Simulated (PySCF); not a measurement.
Al(vinyl)(OH)2 (C2H5AlO2), SMILES C=[CH][Al]([OH])[OH]. Coordinates come from a PBE-D3(BJ)/def2-SVP optimisation. The structure was generated by enumeration; whether it is a known compound was not checked. The values are those of a single conformer.

Computed equilibrium geometry at PBE-D3(BJ)/def2-SVP (PySCF confirms it by a frequency run) as bond lengths and angles, and its point group (one conformer of several):
point group Cs.
Atoms: Al1 C2 C3 H4 H5 H6 O7 H8 O9 H10. Bond lengths (Å): Al1–C2 1.938, Al1–O7 1.719, Al1–O9 1.718, C2–C3 1.352, C2–H4 1.107, C3–H5 1.106, C3–H6 1.105, O7–H8 0.968, O9–H10 0.968. Angles (°): C2–Al1–O7 116.2, C2–Al1–O9 118.7, O7–Al1–O9 125.1, Al1–C2–C3 121.6, Al1–C2–H4 121.1, C3–C2–H4 117.2, C2–C3–H5 122.6, C2–C3–H6 121.8, H5–C3–H6 115.6, Al1–O7–H8 126.4, Al1–O9–H10 126.0.
